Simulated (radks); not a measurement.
Values are calculated unless marked as measured or tabulated.
Ta, configuration [Xe] 4f12 5d5 6s2 (not the ground configuration).

Code: a radial shooting solver on a logarithmic mesh with Libxc functionals. Model: scalar-relativistic Kohn-Sham, r2SCAN, spin-polarised, spherical densities, finite nucleus; open shells are filled with parallel spins first (spin-orbit coupling, left out, can overturn this in heavy ions); meta-GGA in the generalised Kohn-Sham scheme; Fermi nuclear charge, rms radius 5.3507 fm.

Energy parts (Ry):
total: -31204.1171
kinetic: 34277.1531
electron-nucleus: -76973.5063
Hartree: 12121.6554
exchange-correlation: -629.4192

Orbitals (lengths in bohr, moments of r in powers of bohr):
orbital,occ.,eigenvalue (Ry),<r>
1s up,1,-4957.884,0.01867
1s down,1,-4957.885,0.01867
2s up,1,-854.9268,0.07895
2s down,1,-854.8980,0.07895
2p up,3,-749.2135,0.07058
2p down,3,-749.1911,0.07058
3s up,1,-197.9230,0.2046
3s down,1,-197.8033,0.2046
3p up,3,-166.3338,0.2048
3p down,3,-166.2113,0.2047
3d up,5,-129.3811,0.1858
3d down,5,-129.2756,0.1857
4s up,1,-42.01159,0.4572
4s down,1,-41.77434,0.4575
4p up,3,-31.55070,0.4849
4p down,3,-31.32130,0.4852
4d up,5,-18.09632,0.5178
4d down,5,-17.86597,0.5182
4f up,7,-3.19315,0.6006
4f down,5,-2.95084,0.6000
5s up,1,-6.16861,1.077
5s down,1,-5.91077,1.069
5p up,3,-3.52597,1.249
5p down,3,-3.22756,1.234
5d up,5,-0.53089,1.890
5d down,0,-0.21457,2.130
6s up,1,-0.49117,3.001
6s down,1,-0.34536,3.496

The highest occupied level is 6s down at -4.699 eV. The spin density at the nucleus is 18.05 e/bohr^3 (1s 0.25, 2s -3.39, 3s -13.79, 4s 10.93, 5s -13.30, 6s 37.35). The density falls to 0.001 e/bohr^3 at r = 4.75 bohr.
